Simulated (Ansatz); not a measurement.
SiPt2, relaxed as a singlet with RKS PBE0-D4/def2-TZVP in Ansatz, starting from the GFN1-xTB geometry. Force threshold 0.02 eV/Å.

In the def2 sets Pt takes a core potential; there is no spin–orbit coupling. The restricted singlet is unstable towards broken spin symmetry in Hartree–Fock (as tested in another run); at PBE0-D4/def2-TZVP this wasn't settled. Another isomer (singlet) lies 0.31 eV lower at PBE0-D4/def2-TZVP; other spin states weren't run for this one.

Start:

```xyz
3

Pt    0.369   -1.227    0.456
Pt   -1.165    0.587    0.383
Si    0.796    0.640   -0.839
```

```tsv
step	energy (eV)	largest force component (eV/Å)	SCF passes
1	-14369.7135	1.890	21
2	-14369.9326	0.604	38
3	-14369.9545	0.124	32
4	-14369.9552	0.003	35
```

Force components are those of the run's own axes.

End:

```xyz
3

Pt    0.4375   -1.2469    0.4248
Pt   -1.1719    0.6571    0.3487
Si    0.7344    0.5898   -0.7736
```

By distances, no bond broke or formed. The bond that changes most is Pt1–Pt2, from 2.38 to 2.49 Å (atoms count from 1).

No frequencies were taken in this run, so the end may be a saddle point.

Run time 7 s (4 threads of Arm Neoverse V1 on a shared host).
